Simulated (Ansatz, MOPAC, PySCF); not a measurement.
Complex: H2S (SMILES S) (first 3 atoms) with GeH4 (SMILES [GeH4]); geometry from B3LYP-D3(BJ)/def2-TZVP, rigid monomers moved along the line of their centres of mass till S1···Ge4 is 4.44 Å.
(charge 0, multiplicity 1):
```
atom    x (Å)    y (Å)    z (Å)
----  -------  -------  -------
S      0.1562  -0.3755  -0.3138
H      0.2778  -1.6336   0.1384
H     -1.1720  -0.3716  -0.1193
Ge    -0.0294   0.2790   4.0716
H     -0.1572   0.4294   5.5980
H     -1.0364  -0.7778   3.5921
H      1.3950  -0.1723   3.7239
H     -0.3344   1.6243   3.4009
```

Counterpoise-corrected where a basis set is named; no monomer relaxation. Rows marked so take none.

Correlated levels freeze the cores. Filled d and f shells under p-block atoms count as core. CBS(a, b) extrapolates the correlation energy as X⁻³ and adds the Hartree–Fock energy of set b. Rows in 6-31G*, STO-3G carry no dispersion term and start afresh at each structure (6-31G* with six Cartesian d functions); the Pople sets are all-electron and without relativity. MP2/6-31G* freezes PySCF's default core, which leaves 3d correlated. The state that AM1, PM6 reach isn't checked.

Codes used: Ansatz (a program for electronic structure) with Gaussian orbitals; MOPAC for AM1, PM6 (differences of heats of formation); PySCF for 6-31G* rows, STO-3G rows, the dispersion terms. 

Other levels give for the interaction energy: PBE/def2-TZVPPD -0.46; B3LYP/def2-TZVPPD 0.04; B3LYP-D3(BJ)/def2-TZVPPD -0.91; wB97M-V/def2-TZVPPD -0.86; CCSD(T)/CBS(def2-SVPD, def2-TZVPPD) -0.77 kcal/mol.

Common cheap choices:

```json
[
 {"level": "AM1", "interaction energy (kcal/mol)": "-0.10", "less -0.77 (CCSD(T)/CBS(def2-SVPD, def2-TZVPPD))": "0.67"},
 {"level": "PM6", "interaction energy (kcal/mol)": "-0.28", "less -0.77 (CCSD(T)/CBS(def2-SVPD, def2-TZVPPD))": "0.49"},
 {"level": "HF/STO-3G (no counterpoise)", "interaction energy (kcal/mol)": "-0.05", "less -0.77 (CCSD(T)/CBS(def2-SVPD, def2-TZVPPD))": "0.72"},
 {"level": "HF/6-31G*", "interaction energy (kcal/mol)": "0.00", "less -0.77 (CCSD(T)/CBS(def2-SVPD, def2-TZVPPD))": "0.78"},
 {"level": "BP86/6-31G* (no counterpoise)", "interaction energy (kcal/mol)": "0.04", "less -0.77 (CCSD(T)/CBS(def2-SVPD, def2-TZVPPD))": "0.82"},
 {"level": "B3LYP/6-31G* (no counterpoise)", "interaction energy (kcal/mol)": "-0.19", "less -0.77 (CCSD(T)/CBS(def2-SVPD, def2-TZVPPD))": "0.59"},
 {"level": "M06-2X/6-31G* (no counterpoise)", "interaction energy (kcal/mol)": "-0.96", "less -0.77 (CCSD(T)/CBS(def2-SVPD, def2-TZVPPD))": "-0.19"},
 {"level": "MP2/6-31G* (no counterpoise)", "interaction energy (kcal/mol)": "-0.65", "less -0.77 (CCSD(T)/CBS(def2-SVPD, def2-TZVPPD))": "0.13"}
]
```
